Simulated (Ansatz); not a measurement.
Compare A (`CN[SiH2]CN`) with its isomer B (`CN[SiH](C)N`).

Isolated molecules relaxed with PBE0-D4/def2-TZVP in Ansatz; ΔE leaves out vibrations. CBS: MP2 limit from def2 TZ/QZ plus the TZ coupled-cluster correction, frozen cores. Functionals use def2-TZVPP. B3LYP here is the variant with VWN-RPA as its local correlation; programs differ in this. Each species was taken in one conformer, which may not be the lowest.

Which is lower in electronic energy at CCSD(T)/CBS, and by how much? (An estimate is asked.)

Computed: B, by 163.1 kJ/mol.

Give E(B) − E(A) in kJ/mol with B3LYP, CCSD(T)/def2-TZVPP, PBE0-D4, B3LYP-D4, ωB97M-V, HF/def2-TZVPP, MP2/def2-TZVPP. (Estimate.)

The calculation gave: B3LYP -159.1, CCSD(T)/def2-TZVPP -160.1, PBE0-D4 -157.3, B3LYP-D4 -159.4, ωB97M-V -161.6, HF/def2-TZVPP -163.0, MP2/def2-TZVPP -166.5. None reverses the order clearly.

Largest T1 diagnostic: 0.010.

From PBE to PBE0 (25 % exact exchange), in def2-TZVPP and without D4, E(B) − E(A) moves by −4.3 kJ/mol.
